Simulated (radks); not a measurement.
Spin polarisation of the 4f13 shell in Tm. Start: [Xe] 4f(up 6.5, down 6.5) 6s2; electrons of 4f are moved from spin down to spin up, other shells keep equal spins. Calculated with a radial shooting solver on a logarithmic mesh with Libxc functionals: scalar-relativistic Kohn-Sham, PBE, spin-polarised, spherical densities, finite nucleus; Fermi nuclear charge, rms radius of each element as measured or else 0.836 A^(1/3) + 0.57 fm.

moment (Bohr magnetons)	E - E(0) (eV)	e(4f up) (eV)	e(4f down) (eV)	6s down minus up (eV)
0	0.000	-3.098	-3.098	0.000
0.25	-0.012	-3.193	-3.002	0.006
0.5	-0.048	-3.287	-2.904	0.012
0.75	-0.108	-3.380	-2.806	0.017
1	-0.191	-3.471	-2.706	0.023

At moment 1 the spin-polarisation energy is -0.191 eV and the 4f exchange splitting 0.765 eV, that is 0.765 eV per Bohr magneton; E = -I m^2/4 would give I = 0.766 eV.
